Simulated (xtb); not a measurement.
xtb input (GFN1-xTB):

```bash
xtb mol.xyz --gfn 1 --sp --chrg 1 --uhf 0
```
mol.xyz:
```
18

C      2.41322780    -1.10307178    -0.08806572
C      1.19992496    -0.23752597    -0.07526609
C      1.20643896     1.13695038    -0.21607905
C      0.00612372     1.83640947    -0.18777114
C     -1.19875650     1.16509843    -0.01922984
C     -1.20139087    -0.20942332     0.12126559
C     -2.42042212    -1.04650347     0.30753629
N     -0.00278418    -0.84055264     0.08617475
H      3.30859407    -0.50136701    -0.21840888
H      2.50524895    -1.65693331     0.84919773
H      2.36482586    -1.82733812    -0.90470258
H      2.14801701     1.64923531    -0.34642240
H      0.00970345     2.91281256    -0.29795045
H     -2.13683147     1.69938098     0.00426387
H     -2.37169354    -1.59985835     1.24834294
H     -2.52227957    -1.77014421    -0.50472560
H     -3.31083399    -0.42389970     0.32334715
H     -0.00613729    -1.84962208     0.18949472
```

End of the output:

```
         :::::::::::::::::::::::::::::::::::::::::::::::::::::
         ::                     SUMMARY                     ::
         :::::::::::::::::::::::::::::::::::::::::::::::::::::
         :: total energy             -22.954545805192 Eh    ::
         :: gradient norm              0.010878322351 Eh/a0 ::
         :: HOMO-LUMO gap              3.628830711272 eV    ::
         ::.................................................::
         :: SCC energy               -23.323690262359 Eh    ::
         :: -> electrostatic           0.104490204688 Eh    ::
         :: repulsion energy           0.376945731041 Eh    ::
         :: dispersion energy         -0.007801273874 Eh    ::
         :: halogen bond corr.         0.000000000000 Eh    ::
         :: add. restraining           0.000000000000 Eh    ::
         :: total charge               1.000000000000 e     ::
         :::::::::::::::::::::::::::::::::::::::::::::::::::::

           -------------------------------------------------
          |                Property Printout                |
           -------------------------------------------------

    * Orbital Energies and Occupations

         #    Occupation            Energy/Eh            Energy/eV
      -------------------------------------------------------------
         1        2.0000           -1.0133040             -27.5734
       ...           ...                  ...                  ...
         9        2.0000           -0.7565042             -20.5855
        10        2.0000           -0.7539951             -20.5172
        11        2.0000           -0.7367823             -20.0489
        12        2.0000           -0.7230774             -19.6759
        13        2.0000           -0.7119030             -19.3719
        14        2.0000           -0.7071086             -19.2414
        15        2.0000           -0.6927397             -18.8504
        16        2.0000           -0.6851806             -18.6447
        17        2.0000           -0.6808292             -18.5263
        18        2.0000           -0.6699089             -18.2291
        19        2.0000           -0.6611273             -17.9902
        20        2.0000           -0.6597201             -17.9519
        21        2.0000           -0.6266932             -17.0532 (HOMO)
        22                         -0.4933361             -13.4244 (LUMO)
        23                         -0.4560802             -12.4106
        24                         -0.3469807              -9.4418
        25                         -0.3131431              -8.5211
        26                         -0.2973717              -8.0919
        27                         -0.2880495              -7.8382
        28                         -0.2670530              -7.2669
        29                         -0.2666550              -7.2561
        30                         -0.2440493              -6.6409
        31                         -0.2307161              -6.2781
        32                         -0.2297411              -6.2516
       ...                                ...                  ...
        52                          0.4480467              12.1920
      -------------------------------------------------------------
                  HL-Gap            0.1333571 Eh            3.6288 eV
             Fermi-level           -0.5600146 Eh          -15.2388 eV

  Mulliken/CM5 charges         n(s)   n(p)   n(d)
     1C    -0.10279 -0.24300   1.016  3.087  0.000
     2C     0.18278  0.23547   1.069  2.748  0.000
     3C    -0.02833 -0.07633   1.064  2.964  0.000
     4C     0.05046 -0.00265   1.080  2.870  0.000
     5C    -0.02833 -0.07633   1.064  2.964  0.000
     6C     0.18278  0.23547   1.069  2.748  0.000
     7C    -0.10279 -0.24300   1.016  3.087  0.000
     8N    -0.18704 -0.55058   1.436  3.751  0.000
     9H     0.08296  0.13638   0.917  0.000  0.000
    10H     0.08411  0.13794   0.916  0.000  0.000
    11H     0.08435  0.13815   0.916  0.000  0.000
    12H     0.08758  0.14520   0.912  0.000  0.000
    13H     0.08934  0.14567   0.911  0.000  0.000
    14H     0.08758  0.14520   0.912  0.000  0.000
    15H     0.08411  0.13794   0.916  0.000  0.000
    16H     0.08435  0.13815   0.916  0.000  0.000
    17H     0.08296  0.13638   0.917  0.000  0.000
    18H     0.26591  0.45995   0.734  0.000  0.000

Wiberg/Mayer (AO) data.
largest (>0.10) Wiberg bond orders for each atom

 ---------------------------------------------------------------------------
     #   Z sym  total        # sym  WBO       # sym  WBO       # sym  WBO
 ---------------------------------------------------------------------------
     1   6 C    3.983 --     2 C    1.037     9 H    0.979    10 H    0.958
                            11 H    0.958
     2   6 C    3.916 --     3 C    1.437     8 N    1.249     1 C    1.037
     3   6 C    3.988 --     2 C    1.437     4 C    1.424    12 H    0.966
     4   6 C    3.973 --     3 C    1.424     5 C    1.424    13 H    0.966
     5   6 C    3.988 --     6 C    1.437     4 C    1.424    14 H    0.966
     6   6 C    3.916 --     5 C    1.437     8 N    1.249     7 C    1.037
     7   6 C    3.983 --     6 C    1.037    17 H    0.979    15 H    0.958
                            16 H    0.958
     8   7 N    3.568 --     2 C    1.249     6 C    1.249    18 H    0.896
     9   1 H    0.993 --     1 C    0.979
    10   1 H    0.994 --     1 C    0.958
    11   1 H    0.994 --     1 C    0.958
    12   1 H    0.992 --     3 C    0.966
    13   1 H    0.993 --     4 C    0.966
    14   1 H    0.992 --     5 C    0.966
    15   1 H    0.994 --     7 C    0.958
    16   1 H    0.994 --     7 C    0.958
    17   1 H    0.993 --     7 C    0.979
    18   1 H    0.936 --     8 N    0.896
 ---------------------------------------------------------------------------

Topologies differ in total number of bonds
Writing topology from bond orders to xtbtopo.mol

 dipole moment from electron density (au)
     X       Y       Z
  -0.0026  -0.7515   0.0757  total (Debye):    1.920

           -------------------------------------------------
          | TOTAL ENERGY              -22.954545805192 Eh   |
          | GRADIENT NORM               0.010878322351 Eh/α |
          | HOMO-LUMO GAP               3.628830711272 eV   |
           -------------------------------------------------

------------------------------------------------------------------------
Note: The following floating-point exceptions are signalling: IEEE_DENORMAL
normal termination of xtb
------------------------------------------------------------------------
 total:
 SCF:
```

It need not be the lowest isomer of its formula.
